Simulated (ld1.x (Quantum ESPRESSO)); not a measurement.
# Pseudopotential generation for manganese: TM, BP86, scalar-relativistic.

```
Element                 : manganese
Generator               : ld1.x (Quantum ESPRESSO) 7.5
Type                    : norm-conserving Troullier–Martins (Kleinman–Bylander form)
Functional              : BP86
Relativity              : scalar-relativistic
Frozen core             : [Ne]
Valence charge          : 15
Reference configuration : 3s2 3p6 3d5 4s2 4p0
Partial waves           : 3s (bound): rc 1.40 bohr; 3p (bound): rc 0.90 bohr; 3d (bound): rc 1.45 bohr
Local potential         : all-electron potential smoothed inside 1.00 bohr (lloc = -1)
Core correction         : Bessel-smoothed model core, default radius (core density twice the valence density)
```

Occupied shells without a wave of their own: 4s. They enter only through the test configuration that unscreens the potential, and ld1.x also counts them in the model core charge.

Poles of the logarithmic derivatives, all-electron (AE) and pseudo (PS). s: poles at -5.8 (AE) and -5.8 (PS) Ry. p: poles at -3.3 (AE) and -3.3 (PS) Ry. d: poles at 0.7 (AE) and 0.7 (PS) Ry. Test radius 1.61 bohr.

- Cutoffs needed: 120 Ry and 230 Ry (the cutoffs (Ry, on a coarse ladder) from which the occupation-weighted sum of valence levels, in a spherical-Bessel basis at the reference potential, stays within 10 and 1 mRy of its value at 400 Ry)
- Ghost test: no extra level below or beside the all-electron valence levels (s, p, d, f tested) (spherical-Bessel basis up to 400 Ry, 20 bohr box)
- Largest excitation error: -3381 meV (all-electron minus pseudo) for 3s2 3p6 3d4 4s0 4p0, out of 7 test configurations

The potential misses its own reference levels by up to 0.4 eV. ld1.x takes every shell without a wave as core, so the model core holds the 4s electrons as well and exchange and correlation see them twice. This cancels in the reference configuration, but the file is broken for other ones, and its errors say nothing about a proper core correction.
